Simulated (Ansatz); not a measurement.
Molecule: CH$_{5}$OSi, net charge 0, doublet state. It need not be the lowest isomer of its formula. 
Structure (B3LYP-D3(BJ)/def2-TZVP (Ansatz, a first-principles code) minimum search):
SMILES: O([SiH2])C
```xyz
8

C      1.5895     0.1852    -0.2934
O      0.3322    -0.4703    -0.3506
Si    -1.0430     0.0571     0.3925
H      1.4867     1.2626    -0.4566
H      2.0717     0.0181     0.6735
H      2.2212    -0.2309    -1.0776
H     -1.2194     1.5222     0.1450
H     -2.1537    -0.7205    -0.2150
```
Charge 0, spin multiplicity 2.

Wanted: atomisation energy (electronic, to ground-state atoms); the coupled-cluster value holds the core correlation from cc-pwCVTZ, in kcal/mol. Correlated levels leave the core frozen unless marked. UHF or UKS for open shells. No spin-orbit coupling. No relativistic terms. Basis-set limits of correlation are two-point, X^-3; Hartree-Fock from the larger set.

Level to compare with: CCSD(T)/CBS(aug-cc-pV(T+d)Z,aug-cc-pV(Q+d)Z) plus the core term (Ansatz), 648.4 kcal/mol. It is a level with limits of its own, and the differences hold the functionals' basis error too.

Q: Rank these functionals by how close they come to CCSD(T)/CBS(aug-cc-pV(T+d)Z,aug-cc-pV(Q+d)Z), closest first: CAM-B3LYP/def2-TZVPD (Ansatz); PBE/def2-TZVPD (Ansatz); r2SCANh/def2-TZVPD (Ansatz).

A: CAM-B3LYP/def2-TZVPD (range-separated hybrid, 648.6 kcal/mol, difference 0.2), PBE/def2-TZVPD (GGA, 650.5 kcal/mol, difference 2.1), r2SCANh/def2-TZVPD (hybrid meta-GGA, 644.3 kcal/mol, difference -4.1)
